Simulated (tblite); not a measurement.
Parent: `[CH:1]#[C:2][SiH2:3][S:4][SiH:5]([CH3:6])[CH3:7]` with C2–Si3–S4–Si5 -72°, Si3–S4–Si5–C6 51°, C4H10SSi2.

The geometries are computed with GFN2-xTB (gas phase). One conformer each, not checked by frequencies here.

```csv
coordinate of the parent,value
C1≡C2,1.203 Å
C2–Si3,1.849 Å
Si3–S4,2.153 Å
S4–Si5,2.167 Å
Si5–C6,1.898 Å
Si5–C7,1.900 Å
C1–C2–Si3,177.2°
C2–Si3–S4,109.3°
Si3–S4–Si5,105.7°
S4–Si5–C6,111.1°
S4–Si5–C7,109.5°
C6–Si5–C7,110.3°
```

Problem. How does the shared frame change in `[CH:1]#[C:2][SiH2:3][S:4][Si@@H:5]([CH3:6])[CH2:7][O:8][SiH3:9]` with C2–Si3–S4–Si5 -164°, Si3–S4–Si5–C6 -165°, S4–Si5–C7–O8 59°, Si5–C7–O8–Si9 160°, C4H12OSSi3? Atoms pair as C1 = C1, C2 = C2, Si3 = Si3, S4 = S4, Si5 = Si5, C6 = C6, C7 = C7 (parent first).

Solution. 
| parent | relative | value in the relative | change |
| --- | --- | --- | --- |
| C1≡C2 | C1≡C2 | 1.202 Å | -0.001 |
| C2–Si3 | C2–Si3 | 1.848 Å | -0.001 |
| Si3–S4 | Si3–S4 | 2.178 Å | +0.025 |
| S4–Si5 | S4–Si5 | 2.135 Å | -0.032 |
| Si5–C6 | Si5–C6 | 1.892 Å | -0.006 |
| Si5–C7 | Si5–C7 | 1.910 Å | +0.010 |
| C1–C2–Si3 | C1–C2–Si3 | 179.5° | +2.3 |
| C2–Si3–S4 | C2–Si3–S4 | 102.8° | -6.5 |
| Si3–S4–Si5 | Si3–S4–Si5 | 104.1° | -1.6 |
| S4–Si5–C6 | S4–Si5–C6 | 107.4° | -3.7 |
| S4–Si5–C7 | S4–Si5–C7 | 109.3° | -0.2 |
| C6–Si5–C7 | C6–Si5–C7 | 110.9° | +0.6 |

Of the parent's bonds, S4–Si5 changes most (-0.032 Å). Bonds of the relative outside the shared frame: C7–O8 1.413, O8–Si9 1.625 Å. Point group C1 → C1.
